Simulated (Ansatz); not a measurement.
Gas-phase electronic energies from Ansatz, PBE0-D4/def2-TZVP geometries. CCSD(T)/CBS is the MP2 limit (def2-TZVPP, def2-QZVPP) plus CCSD(T) − MP2 in def2-TZVPP, frozen cores. This one scheme is used for every species. DFT in def2-TZVPP. One conformer a species, not always the lowest.

Consider the formal exchange of groups at a B–O bond: `OBOBF` + `C#N` → `N#CBF` + `OBO`.

CCSD(T)/CBS gives +85.0 kJ/mol.

(1) Another level gave +84.5 kJ/mol. Which?
A. HF/def2-TZVPP
B. ωB97M-V/def2-TZVPP
C. PBE0/def2-TZVPP
D. PBE/def2-TZVPP

Largest T1 diagnostic among the species: 0.015.

## Answers

(1) B. ωB97M-V 84.5, PBE 74.1, PBE0 78.5, HF/def2-TZVPP 92.9 kJ/mol.

In def2-TZVPP, CCSD(T) changes the Hartree–Fock value by −9.4 kJ/mol (the triples alone add −1.6 kJ/mol) and MP2 by −10.4 kJ/mol. From PBE to PBE0 (25 % exact exchange), in def2-TZVPP and without D4, ΔE moves by +4.4 kJ/mol.
